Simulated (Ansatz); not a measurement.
Frontier orbitals of C10H18O2 (`CC(C)/C(O)=C/C(=O)C(C)(C)C`).

Total charge 0; spin multiplicity 1. The geometry is a stationary point of PBE0-D4/def2-TZVP. It is one conformer, not always the lowest. Basis def2-TZVPP, Ansatz.

```json
{"functional": "PBE", "HOMO (eV)": "-5.75", "LUMO (eV)": "-2.08", "gap (eV)": "3.67"}
{"functional": "B97M-V", "HOMO (eV)": "-6.05", "LUMO (eV)": "-1.85", "gap (eV)": "4.20"}
{"functional": "PBE0", "HOMO (eV)": "-6.91", "LUMO (eV)": "-1.14", "gap (eV)": "5.77"}
{"functional": "r2SCAN0", "HOMO (eV)": "-7.06", "LUMO (eV)": "-1.05", "gap (eV)": "6.01"}
{"functional": "CAM-B3LYP", "HOMO (eV)": "-8.20", "LUMO (eV)": "-0.02", "gap (eV)": "8.18"}
{"functional": "ωB97X-V", "HOMO (eV)": "-9.14", "LUMO (eV)": "1.04", "gap (eV)": "10.18"}
{"functional": "ωB97M-V", "HOMO (eV)": "-9.07", "LUMO (eV)": "0.96", "gap (eV)": "10.03"}
```

From PBE to PBE0 the HOMO moves by −1.15 eV and the LUMO by +0.93 eV, and with ωB97M-V by −3.32 and +3.04 eV, so the gap grows from 3.68 to 10.04 eV with exact exchange. A positive LUMO is unbound and depends on the basis.
